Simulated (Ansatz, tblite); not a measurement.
Isomers of ZnB$_{7}$⁻ (singlet), found by a short tight-binding search and relaxed with PBE0-D4/def2-SVPD in Ansatz.

The xTB rows come from tblite. HSE06 is defined as in plane-wave codes, on full-range PBE exchange. Correlated methods freeze 16 core orbitals.

Run but left out: HF/def2-SVPD, HF/def2-TZVPD (A: restricted singlet, unstable towards broken spin symmetry); PBE-QIDH/def2-TZVPD (A: restricted singlet, unstable in another Hartree–Fock run and untested here).

A further structure is left out (at the level of its geometry, restricted singlet, unstable towards broken spin symmetry at other levels and untested here); at PBE0-D4/def2-TZVPD its energy lies 0.48 eV above the lowest shown. A further structure is left out (at the level of its geometry, restricted singlet, unstable towards broken spin symmetry at other levels and untested here); at PBE0-D4/def2-TZVPD its energy lies 1.41 eV above the lowest shown. A further structure is left out (at the level of its geometry, restricted singlet, unstable towards broken spin symmetry at other levels and untested here); at PBE0-D4/def2-TZVPD its energy lies 0.82 eV above the lowest shown.

A: The restricted singlet is unstable towards broken spin symmetry in Hartree–Fock (as tested in another run); at LDA (SPW92)/def2-TZVPD, PBE-D4/def2-TZVPD, r2SCAN-D4/def2-TZVPD, PBE0-D4/def2-TZVPD and others this wasn't settled. At CCSD(T)/def2-SVPD T1 of the charge -1 singlet is large (up to 0.021), so the single-reference result is doubtful. At CCSD(T)/def2-SVPD, MP2/def2-TZVPD the restricted singlet (for correlated methods, its reference) is unstable: a solution with broken spin symmetry lies lower. B: The restricted singlet is unstable towards broken spin symmetry in Hartree–Fock (as tested in another run); at LDA (SPW92)/def2-TZVPD, PBE-D4/def2-TZVPD, r2SCAN-D4/def2-TZVPD, PBE0-D4/def2-TZVPD and others this wasn't settled. At CCSD(T)/def2-SVPD T1 of the charge -1 singlet is large (up to 0.028), so the single-reference result is doubtful. At CCSD(T)/def2-SVPD, MP2/def2-TZVPD the restricted singlet (for correlated methods, its reference) is unstable: a solution with broken spin symmetry lies lower.

Other spin states weren't relaxed.

A:

```xyz
8

Zn    0.504   -0.733    2.165
B     0.291    0.160   -1.821
B    -1.561    0.962    0.169
B    -1.011    0.886   -1.272
B    -1.047    0.384    1.490
B     1.353   -0.661   -1.059
B    -0.021    0.031   -0.092
B     1.492   -1.030    0.420
```

B:

```xyz
8

Zn    1.603   -0.394    1.240
B    -0.680   -1.102    0.551
B    -0.389   -1.525   -0.937
B    -0.734    0.449    1.114
B     0.701    1.097   -0.536
B     0.754   -0.454   -1.098
B    -0.752    0.185   -0.581
B    -0.502    1.744    0.248
```

**Question.** Estimate which lies lowest at each level, and how far above it the others are (eV).

**Answer.** 
| level | A | B |
| --- | --- | --- |
| GFN1-xTB | 0.00 | 0.41 |
| GFN2-xTB | 0.00 | 0.79 |
| LDA (SPW92)/def2-TZVPD | 0.06 | 0.00 |
| PBE-D4/def2-TZVPD | 0.00 | 0.05 |
| r2SCAN-D4/def2-TZVPD | 0.00 | 0.25 |
| PBE0-D4/def2-TZVPD | 0.00 | 0.19 |
| HSE06-D4/def2-TZVPD | 0.00 | 0.19 |
| MP2/def2-SVPD | 0.08 | 0.00 |
| MP2/def2-TZVPD | 0.10 | 0.00 |
| CCSD/def2-SVPD | 0.00 | 0.31 |
| CCSD(T)/def2-SVPD | 0.00 | 0.09 |
Point groups (tolerance 0.1 Å): A C2v, B C2v. Lower isomers may exist.
